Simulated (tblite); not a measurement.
Q: Give a GFN2-xTB geometry of `C=CC[P@](=O)(C=C)C(F)(F)F`.

A: 
```xyz
19
C6H8F3OP angstrom
C      2.7510    0.2402   -0.3452
C      1.8179   -0.5132    0.2069
C      0.8603   -0.0186    1.2385
P     -0.8344    0.2985    0.5929
O     -1.7717    0.8439    1.5701
C     -1.4074   -1.1156   -0.3779
C     -2.5970   -1.6230   -0.0997
C     -0.4969    1.5601   -0.7794
F     -1.6521    2.0868   -1.1926
F      0.2660    2.5624   -0.3287
F      0.1116    1.0617   -1.8638
H      3.4197   -0.1451   -1.0946
H      2.8780    1.2759   -0.0753
H      1.7053   -1.5504   -0.0793
H      1.1856    0.9322    1.6745
H      0.7246   -0.7413    2.0491
H     -0.7657   -1.4915   -1.1608
H     -3.0146   -2.4596   -0.6357
H     -3.1901   -1.1941    0.6934
```

Orientation and origin are arbitrary. Atoms count from 1 in this order. Of the pairs four or more bonds apart, O5···H19 is among the closest relative to their van der Waals radii: 2.63 Å, 97 % of the sum of Bondi's values. The 3 C–P bonds span 1.808 Å (P4–C6, drawn single) to 1.894 Å (P4–C8, drawn single), a spread of 0.086 Å. The 3 C–C bonds span 1.320 Å (C1=C2, drawn double) to 1.492 Å (C2–C3, drawn single), a spread of 0.172 Å. P4 (phosphoryl phosphorus) is distorted tetrahedral (angles from 100.9° to 116.6°).

Bonds between heavy atoms (Å): C1=C2 1.320, C2–C3 1.492, C3–P4 1.841, P4=O5 1.460, P4–C6 1.808, C6=C7 1.323, P4–C8 1.894, C8–F9 1.335, C8–F10 1.338, C8–F11 1.340.

Structure optimised with GFN2-xTB, isolated species.

Point group: C1 (no symmetry element, even within 0.4 Å). Its GFN2-xTB frequencies are all real (lowest 38 cm⁻¹). The numbers are those of one conformer (C1–C2–C3–P4 104°, C2–C3–P4–O5 -177°, C3–P4–C6–C7 129°). 3 starts were optimised and ended at 0.00, 0.10 and 0.15 kcal/mol (GFN2-xTB); the lowest of these is shown.

On one thread, Arm Neoverse V1 (aarch64), shared host, this took 1.6 s. These figures are those of the optimisation.

All values are computed, not measured.
